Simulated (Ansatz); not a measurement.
`O[SiH](F)S` + `[NH2][GeH2][OH]` → `[OH][GeH2][NH][SiH](O)F` + H₂S  (ligand exchange at the Si–S bond)

Isolated molecules relaxed with PBE0-D4/def2-TZVP in Ansatz; ΔE leaves out vibrations. CCSD(T)/CBS adds triple-zeta CCSD(T) − MP2 to the extrapolated MP2 energy (def2 sets, frozen cores). This one scheme is used for every species. Functionals use def2-TZVPP. B3LYP here is the variant with VWN-RPA as its local correlation; programs differ in this. For Ge outer-core shells are correlated without core-valence functions, which leaves a few kJ/mol of doubt a bond. Scalar relativity is left out up to krypton. Each species was taken in one conformer, which may not be the lowest.

```tsv
level	ΔE (kcal/mol)	difference from CCSD(T)/CBS
PBE-D4	-6.4	2.6
r2SCAN-D4	-7.8	1.2
PBE0-D4	-7.3	1.7
B3LYP-D4	-9.2	-0.2
ωB97X-V	-8.6	0.4
ωB97M-V	-9.0	0.0
B2PLYP	-8.4	0.6
PBE	-5.2	3.8
r2SCAN	-7.4	1.6
PBE0	-6.2	2.8
B3LYP	-7.3	1.7
HF/def2-TZVPP	-8.6	0.4
MP2/def2-TZVPP	-9.4	-0.4
SCS-MP2/def2-TZVPP	-9.4	-0.4
CCSD/def2-TZVPP	-10.0	-1.0
CCSD(T)/def2-TZVPP	-10.0	-1.0
HF/def2-QZVPP	-8.6	0.4
MP2/def2-QZVPP	-8.8	0.2
SCS-MP2/def2-QZVPP	-8.8	0.2
HF/CBS(def2)	-8.6	0.4
MP2/CBS(def2)	-8.3	0.7
CCSD/CBS(def2)	-8.9	0.1
CCSD(T)/CBS	-9.0	0
```

Largest T1 diagnostic among the species: 0.012.

In def2-TZVPP, CCSD(T) changes the Hartree–Fock value by −1.4 kcal/mol (the triples alone add −0.0 kcal/mol) and MP2 by −0.8 kcal/mol. From PBE to PBE0 (25 % exact exchange), in def2-TZVPP and without D4, ΔE moves by −1.0 kcal/mol.
